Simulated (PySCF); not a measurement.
Si(F)(Cl)(Br)(NH2) (BrClFH2NSi), SMILES Cl[Si](N)(Br)F. Heavy atoms are numbered as in [NH2:1][Si:2]([F:3])([Cl:4])[Br:5]. Hydrogens are named by the atom that carries them.

Coordinates come from a ωB97X-D3(BJ)/def2-SVP optimisation. The structure was generated by enumeration, and PubChem lists no compound with its InChIKey, so it may never have been made. Other conformers were not sampled.

Calculation: HF/def2-TZVP (PySCF).

ESP charges are fitted to the potential on shells at 1.4 to 2.0 van der Waals radii. Atomic charges (e), one atom of each kind:

```json
[
 {"atom": "N1 (NH2)", "ESP fit": "-0.99", "Mulliken": "-0.72", "IAO": "-0.92"},
 {"atom": "Si2", "ESP fit": "0.56", "Mulliken": "1.10", "IAO": "1.53"},
 {"atom": "F3", "ESP fit": "-0.22", "Mulliken": "-0.39", "IAO": "-0.59"},
 {"atom": "Cl4", "ESP fit": "-0.11", "Mulliken": "-0.28", "IAO": "-0.34"},
 {"atom": "Br5", "ESP fit": "-0.10", "Mulliken": "-0.25", "IAO": "-0.27"},
 {"atom": "H on N1", "ESP fit": "0.43", "Mulliken": "0.27", "IAO": "0.29"}
]
```

### Question
Give the Mayer and Wiberg (Löwdin basis) orders of the bonds. (The exact figures need the calculation; the answer reports its results.)

### Answer

```
bond     Mayer  Wiberg
-------  -----  ------
N1–Si2    1.19    1.57
Si2–F3    0.99    1.61
Si2–Cl4   1.12    1.81
Si2–Br5   1.12    1.76
```
